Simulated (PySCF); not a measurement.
Telling isomers of C$_{7}$H$_{12}$OSi apart by NMR

All values are calculated (PySCF 2.14.0 with density-fitted response routines): shielding tensors at PBE0/pcSseg-1 (GIAO), geometry: GFN2-xTB. No solvent model, single conformer, rapidly exchanging positions averaged, non-relativistic.

δ = σ(ref) − σ, references computed at the same level: TMS for ¹H and ¹³C. Where no couplings were computed, multiplicities follow the n + 1 count of equivalent neighbours, and m marks all less simple cases (inequivalent or close neighbours, rings, F or P nearby). Shifts are as computed. Against solution values, carbons near 30 ppm lie about +3 ppm off and those near 130 ppm about +5 ppm. Of 1309 compounds with measured shifts, 239 miss one by over three times the rms of a fit or turn the order of signals round; such compounds aren't used in these exercises.

(1) Tabulate the signals of `CCC1=C(CC=O)C[SiH2]1`, `C1=C[Si@]2(CC1)CCOC2`, `C=CO/C=C/C(=C)[SiH2]C`, `C=C(C)[C@@]1(C(C)=O)C[SiH2]1` and their relative energies.

(2) What is the quickest way to tell C1=C[Si@]2(CC1)CCOC2 from C=CO/C=C/C(=C)[SiH2]C?

(3) What is the quickest way to tell C=CO/C=C/C(=C)[SiH2]C from C=C(C)[C@@]1(C(C)=O)C[SiH2]1?

(4) What is the quickest way to tell CCC1=C(CC=O)C[SiH2]1 from C=CO/C=C/C(=C)[SiH2]C?

Answers

(1) 
```tsv
SMILES	carbon types	δC	δH	E rel. (kcal/mol)
CCC1=C(CC=O)C[SiH2]1	2×C 1×CH 3×CH2 1×CH3	196.0, 159.8, 150.5, 53.2, 28.9, 18.7, 18.6	9.59 (t, 1H), 4.85 (m, 2H), 3.41 (d, 2H), 2.30 (q, 2H), 1.75 (m, 2H), 1.16 (t, 3H)	21.1
C1=C[Si@]2(CC1)CCOC2	2×CH 5×CH2	165.2, 132.5, 73.0, 61.6, 36.8, 18.7, 7.9	7.15 (m, 1H), 6.16 (d, 1H), 4.47 (m, 1H), 3.77 (m, 1H), 3.37 (m, 1H), 3.34 (m, 1H), 2.73 (m, 1H), 2.60 (m, 1H), 1.07 (m, 1H), 0.96 (m, 1H), 0.90 (m, 1H), 0.87 (m, 1H)	0.0
C=CO/C=C/C(=C)[SiH2]C	1×C 3×CH 2×CH2 1×CH3	157.5, 154.7, 145.6, 133.8, 123.6, 97.2, -9.8	6.70 (d, 1H), 6.58 (m, 1H), 6.35 (d, 1H), 6.03 (br s, 1H), 5.48 (br s, 1H), 4.87 (m, 1H), 4.50 (q, 2H), 4.47 (m, 1H), 0.27 (t, 3H)	37.5
C=C(C)[C@@]1(C(C)=O)C[SiH2]1	3×C 2×CH2 2×CH3	210.5, 154.0, 129.9, 49.1, 31.3, 24.2, 13.9	5.59 (m, 1H), 5.45 (m, 1H), 2.97 (m, 1H), 2.93 (m, 1H), 2.31 (s, 3H), 2.15 (m, 1H), 2.00 (s, 3H), 1.07 (m, 1H)	27.6
```

Energies are electronic energies at PBE0/pcSseg-1 on these geometries, without zero-point or thermal terms, each for the one conformer computed, which needn't be the lowest.

(2) Both give the same number of carbon signals, but DEPT or the intensities differ. The first has an allylic sp3 CH2 at 36.8 ppm, the second a fully substituted alkene carbon (C) at 145.6 ppm. Their most deshielded carbons lie at 165.2 and 157.5 ppm. In the proton spectra the most deshielded non-exchanging signals are 7.15 (m, 1H) and 6.70 (d, 1H).

(3) Both give the same number of carbon signals, but DEPT or the intensities differ. The first has an alkene carbon bearing oxygen (CH) at 157.5 ppm, the second a ketone carbonyl carbon (C) at 210.5 ppm. In the proton spectra the most deshielded non-exchanging signals are 6.70 (d, 1H) and 5.59 (m, 1H).

(4) Both give the same number of carbon signals, but DEPT or the intensities differ. The first has an allylic sp3 CH2 at 28.9 ppm, the second a terminal =CH2 carbon at 133.8 ppm. Their most deshielded carbons lie at 196.0 and 157.5 ppm. In the proton spectra the most deshielded non-exchanging signals are 9.59 (t, 1H) and 6.70 (d, 1H).
